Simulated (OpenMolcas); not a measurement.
Computed levels of 3d3 in ions with 21 electrons, in cm-1 above 4F 3/2.

```yaml
Program: OpenMolcas
Method: MS-CASPT2, IPEA 0.25 Eh, imaginary shift 0.1 Eh
Basis: ANO-R3
Scalar_Hamiltonian: X2C, finite nucleus
Spin-orbit_coupling: RASSI with atomic mean-field integrals over the reference wave functions, term energies averaged over their components
```

Active space for each ion: 3 electrons in 5 orbitals (3d); closed shells correlated by CASPT2: 3s 3p.

| Level | V2+ | Mn4+ | Fe5+ | Co6+ | Ni7+ |
| --- | --- | --- | --- | --- | --- |
| 4F 5/2 | 156 | 367 | 526 | 716 | 960 |
| 4F 7/2 | 370 | 865 | 1232 | 1671 | 2230 |
| 4F 9/2 | 637 | 1478 | 2090 | 2820 | 3740 |
| 2G 7/2 | 11230 | 17680 | 20590 | 23310 | 25960 |
| 2G 9/2 | 11460 | 18200 | 21310 | 24260 | 27170 |
| 4P 1/2 | 11820 | 16930 | 19380 | 21660 | 23880 |
| 4P 3/2 | 11880 | 17070 | 19550 | 21870 | 24110 |
| 4P 5/2 | 12070 | 17510 | 20210 | 22790 | 25390 |
| 2P 1/2 | 14950 | 23220 | 26800 | 30280 | 33620 |

Question: Estimate 4F 9/2, 2G 7/2, 2G 9/2 for Cr3+ from its neighbours V2+ and Mn4+.

Answer: 4F 9/2 is fine structure, which grows about as the fourth power of a screened charge, so the fourth roots are averaged: ((637^0.25 + 1478^0.25) / 2)^4 = 992. The calculation gives 992, so the estimate is off by 0 %; the measured value is 946 (Sugar and Corliss, J. Phys. Chem. Ref. Data 6, 317 (1977)).
2G 7/2 is another term, which grows about linearly with the charge: (11230 + 17680) / 2 = 14455. The calculation gives 15100, so the estimate is off by -4.3 %; the measured value is 15052 (Sugar and Corliss, J. Phys. Chem. Ref. Data 6, 317 (1977)).
2G 9/2 is another term, which grows about linearly with the charge: (11460 + 18200) / 2 = 14830. The calculation gives 15450, so the estimate is off by -4.0 %; the measured value is 15402 (Sugar and Corliss, J. Phys. Chem. Ref. Data 6, 317 (1977)).

CASPT2 breaks the degeneracy within a term, and the mean is taken; among the terms shown or strongly mixed into the levels shown the widest spread is 980 cm-1 (3d3 4F, Co6+). Measured partners are found by configuration, term and J. A level has none where our copy of the source lacks it or the pairing is in doubt (some pairs that miss far off the trend of their configuration count as doubtful), and it then counts in no deviation. Only configurations of the active space appear.
